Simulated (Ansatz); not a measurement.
System: CH₅GeO, charge 0, doublet. CH5GeO (SMILES [CH2][O][GeH3], doublet).
B3LYP-D3(BJ)/def2-TZVP minimum from Ansatz (an electronic-structure program):
```xyz
8

Ge     0.5816     0.3243     0.1743
O     -1.0684    -0.4120     0.2187
C     -1.5461    -1.0545    -0.8735
H      1.6166    -0.8116     0.1427
H      0.6715     1.1889    -1.0959
H      0.6498     1.1509     1.4605
H     -1.2250    -0.7387    -1.8615
H     -2.4991    -1.5452    -0.7330
```
Charge 0, spin multiplicity 2.

Total energies in hartree (Ansatz). Open shells are spin-unrestricted; no spin-orbit coupling. Cores are frozen in correlated methods (noble-gas shells, and filled d and f shells in the p block). No relativity. Where a partner has so few electrons that a lower coupled-cluster level is exact, that level stands in.

| species | HF/cc-pVTZ | CCSD(T)/cc-pVTZ | HF/cc-pVQZ | CCSD(T)/cc-pVQZ | CCSD(T)/cc-pVDZ | CCSDT(Q)/cc-pVDZ |
|---|---|---|---|---|---|---|
| 1: CH5GeO (SMILES [GeH3][O][CH2], doublet) | -2191.04488 | -2191.60771 | -2191.05839 | -2191.65523 | -2191.38596 | -2191.38787 |
| 2: Ge (triplet) | -2075.36107 | -2075.42794 | -2075.36359 | -2075.43284 | -2075.34866 | -2075.34895 |
| 3: O (triplet) | -74.81176 | -74.97396 | -74.81729 | -74.99357 | -74.90995 | -74.91013 |
| 4: C (triplet) | -37.69157 | -37.78076 | -37.69331 | -37.78654 | -37.76038 | -37.76071 |
| 5: H (doublet) | -0.49981 | -0.49981 | -0.49995 | -0.49995 | -0.49928 | -0.49928 |

Task: Work out the atomisation energy (electronic, to ground-state atoms) in kcal/mol: take Hartree-Fock from cc-pVQZ, extrapolate the CCSD(T) correlation energy as X^-3 (X = 3, 4), and add CCSDT(Q) - CCSD(T) in cc-pVDZ. 1 hartree = 627.51 kcal/mol.

Result: 
Species 1: correlation (64·(-0.59684) - 27·(-0.56283))/37 = -0.62166; step -0.00191; E1 = -2191.05839 + (-0.62166) + (-0.00191) = -2191.68196
Species 2: correlation (64·(-0.06925) - 27·(-0.06687))/37 = -0.07099; step -0.00029; E2 = -2075.36359 + (-0.07099) + (-0.00029) = -2075.43487
Species 3: correlation (64·(-0.17628) - 27·(-0.16220))/37 = -0.18655; step -0.00018; E3 = -74.81729 + (-0.18655) + (-0.00018) = -75.00402
Species 4: correlation (64·(-0.09323) - 27·(-0.08919))/37 = -0.09618; step -0.00033; E4 = -37.69331 + (-0.09618) + (-0.00033) = -37.78982
Species 5: correlation (64·(0.00000) - 27·(0.00000))/37 = 0.00000; step +0.00000; E5 = -0.49995 + (0.00000) + (+0.00000) = -0.49995
-1·E1 +1·E2 +1·E3 +1·E4 +5·E5 = 0.95350 hartree = 598.3 kcal/mol.
